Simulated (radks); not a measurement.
The numbers below are computed, except where a source is named.
Problem. Level of theory: scalar-relativistic Kohn-Sham, r2SCAN, spin-polarised, spherical densities, finite nucleus; open shells are filled with parallel spins first; meta-GGA in the generalised Kohn-Sham scheme; Fermi nuclear charge, rms radius of each element as measured or else 0.836 A^(1/3) + 0.57 fm (a radial shooting solver on a logarithmic mesh with Libxc functionals). Each species is in its NIST ground configuration. Rank Fe+, Mn+, Ga+, Ti+, Kr+, Br+, Ca+, Ni+, Cr+, Cu+, V+, Co+, As+, Ge+, Zn+, Se+, Sc+, K+ by radius at which the density is 0.001 e/bohr^3 (bohr), largest first.

Solution. Ca+ 4.33, Sc+ 4.27, Ti+ 4.17, Ge+ 3.92, As+ 3.92, Mn+ 3.89, Se+ 3.86, Fe+ 3.84, Br+ 3.79, Ga+ 3.74, Kr+ 3.71, Zn+ 3.62, V+ 3.60, Cr+ 3.52, Co+ 3.41, Ni+ 3.35, K+ 3.29, Cu+ 3.29.
